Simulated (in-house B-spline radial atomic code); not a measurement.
Inner levels of gadolinium as electrons are removed. A shift is the extra binding of the orbital against the neutral atom ([Xe] 4f7 5d1 6s2). The density at the nucleus is averaged over the nuclear charge. Computed with a B-spline radial code for spherical atoms: Dirac-Hartree-Fock, average of the configuration, finite nuclei.

```csv
ion,configuration,shift of 3s1/2 (eV),shift of 3p3/2 (eV),shift of 2s1/2 (eV),radius of 3s1/2 (bohr),radius of 3p3/2 (bohr),radius of 2s1/2 (bohr),Σ<r²> (bohr²),change of density at nucleus (bohr⁻³)
Gd38+,[Ar] 3d8,1580.65,1577.38,1729.27,0.23622,0.23684,0.092319,0.98618,-2456.93
Gd39+,[Ar] 3d7,1679.71,1675.39,1860.25,0.2349,0.23522,0.092248,0.92093,-2158.63
Gd40+,[Ar] 3d6,1779.95,1774.66,1993.3,0.23358,0.23361,0.092173,0.85803,-1852.71
Gd41+,[Ar] 3d5,1881.37,1875.17,2128.4,0.23226,0.23202,0.092096,0.79736,-1539.13
Gd42+,[Ar] 3d4,?,?,?,?,?,?,?,?
Gd43+,[Ar] 3d3,2087.72,2079.93,2404.75,0.22966,0.22889,0.091933,0.68231,-888.93
Gd44+,[Ar] 3d2,?,?,?,?,?,?,?,?
Gd45+,[Ar] 3d1,?,?,?,?,?,?,?,?
Gd46+,[Ne] 3s2 3p6,2406,2396.37,2834.44,0.22582,0.22431,0.091668,0.52409,144.24
Gd47+,[Ne] 3s2 3p5,2501.86,2500.37,2970.21,0.22482,0.2229,0.091567,0.4632,422.67
```

**Question.** Fill in the row of Gd42+.

**Answer.** shift of 3s1/2 (eV): 1983.96; shift of 3p3/2 (eV): 1976.93; shift of 2s1/2 (eV): 2265.56; radius of 3s1/2 (bohr): 0.23096; radius of 3p3/2 (bohr): 0.23045; radius of 2s1/2 (bohr): 0.092016; Σ<r²> (bohr²): 0.73882; change of density at nucleus (bohr⁻³): -1217.87.

**Question.** Fill in the row of Gd44+.

**Answer.** shift of 3s1/2 (eV): 2192.65; shift of 3p3/2 (eV): 2184.17; shift of 2s1/2 (eV): 2545.97; radius of 3s1/2 (bohr): 0.22837; radius of 3p3/2 (bohr): 0.22735; radius of 2s1/2 (bohr): 0.091848; Σ<r²> (bohr²): 0.62774; change of density at nucleus (bohr⁻³): -552.28.

**Question.** Fill in the row of Gd45+.

**Answer.** shift of 3s1/2 (eV): 2298.75; shift of 3p3/2 (eV): 2289.65; shift of 2s1/2 (eV): 2689.2; radius of 3s1/2 (bohr): 0.22709; radius of 3p3/2 (bohr): 0.22582; radius of 2s1/2 (bohr): 0.091759; Σ<r²> (bohr²): 0.57503; change of density at nucleus (bohr⁻³): -207.89.
